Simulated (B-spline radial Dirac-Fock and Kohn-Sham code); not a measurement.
Satellites and hypersatellites of the K lines of V⁵⁺

System: vanadium as V⁵⁺, 1s2 2s2 2p6 3s2 3p6.

Input file task.json (cfg lists n, l and occupation; rrms is the nuclear radius in fm):

```json
{"items": [{
  "Z": 23,
  "q": 5,
  "cfg": [[1, 0, 2], [2, 0, 2], [2, 1, 6], [3, 0, 2], [3, 1, 6]],
  "A": 51,
  "rrms": 3.6002,
  "do": ["binding", "quiet", "double"]
}]}
```

Launch: `python xray_run.py task.json out`

Method: Dirac-Fock energy differences between relaxed states, corrected for Breit and QED terms. Computed with a radial atomic solver. Each two-hole energy is an average over J within one jj subconfiguration, not an observable level; in light atoms, where LS coupling holds, the j-resolved values are not observed lines, and for a K spectator the Kα1 hypersatellite is nearly forbidden. Electron correlation is not included.

Lines without a spectator: Kα2 (K-L2) 4941.5 eV, Kα1 (K-L3) 4948.5 eV, Kβ3 (K-M2) 5436.7 eV, Kβ1 (K-M3) 5437.7 eV. Shifts in eV with one spectator hole (a dash: not computed, or left out as unreliable):

```csv
spectator hole,Kα2,Kα1,Kβ3,Kβ1
L2 (2p1/2),+20.89,+25.68,–,+64.2
L3 (2p3/2),+24.31,+23.16,+62.7,–
M2 (3p1/2),–,+2.05,+7.69,+9.15
M3 (3p3/2),+1.91,–,+8.89,+8.49
```

Q: Where does the K-L3 hypersatellite lie, emitted when both K electrons are missing?

A: +239.8 eV from the normal line, at 5188.3 eV. Removing both K electrons costs 11462.1 eV, which is 332.8 eV more than twice the K binding energy. In light atoms the observed hypersatellite is the ¹S₀ → ¹P₁ component, which lies below this average, and the triplet component is nearly forbidden.

With n spectator holes in 2p, averaged over the 2p shell (energies in eV):

| n | KαLⁿ | step | hypersatellite KαʰLⁿ |
| --- | --- | --- | --- |
| 0 | 4946.1 | – | 5185.5 |
| 1 | 4970.1 | +24.0 | 5210.9 |
| 2 | 4995.5 | +25.4 | 5237.7 |
| 3 | 5022.3 | +26.8 | 5265.8 |
| 4 | 5050.4 | +28.2 | 5295.3 |
| 5 | 5080.0 | +29.5 | 5326.1 |
